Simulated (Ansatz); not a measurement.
**Forces on a displaced structure**

MgZnH2 (SMILES [MgH][ZnH]), closed shell, displaced at random from a GFN2-xTB minimum.

```xyz
4
angstrom
Mg 0.2959 -1.0585 0.5453
Zn -0.1773 0.9938 -0.7223
H 0.5147 -2.6194 1.3410
H -0.3407 2.4105 -1.4426
```

Ansatz 0.2.0; basis: def2-TZVPP; cores frozen in the correlated methods. The 3s and 3p shells of Cu and Zn are frozen; filled d shells are correlated. The outer core shell of Li, Na, Mg and K is correlated. The def2 sets are not built for correlating such inner shells, so the correlated values are less sure here.

CCSD(T) forces from the calculation:
| atom | Fx | Fy | Fz (eV/Å) |
| --- | --- | --- | --- |
| Mg1 | 0.132 | -1.321 | 0.626 |
| Zn2 | -0.082 | 1.207 | -0.548 |
| H3 | -0.009 | 0.406 | -0.153 |
| H4 | -0.041 | -0.292 | 0.075 |

Task: Which atom feels the largest CCSD(T) force, and how large is it?

Result: Mg1, 1.47 eV/Å, along (0.09, -0.90, 0.43).

Root-mean-square difference of the force components from those of CCSD(T): PBE0-D4 0.064; wB97M-V 0.078; r2SCAN-D4 0.051; PBE-D4 0.110; LC-wPBE 0.036; revPBE-D4 0.115 eV/Å.

The T1 diagnostic stays at or below 0.014.

For scale, one of the runs: CCSD(T)/def2-TZVPP forces, 124 basis functions (an equivalent command: `ansatz run in.yaml --threads 4`). Hardware: 4 CPU threads, shared host. Wall time 27 s; peak host memory 1 GiB.
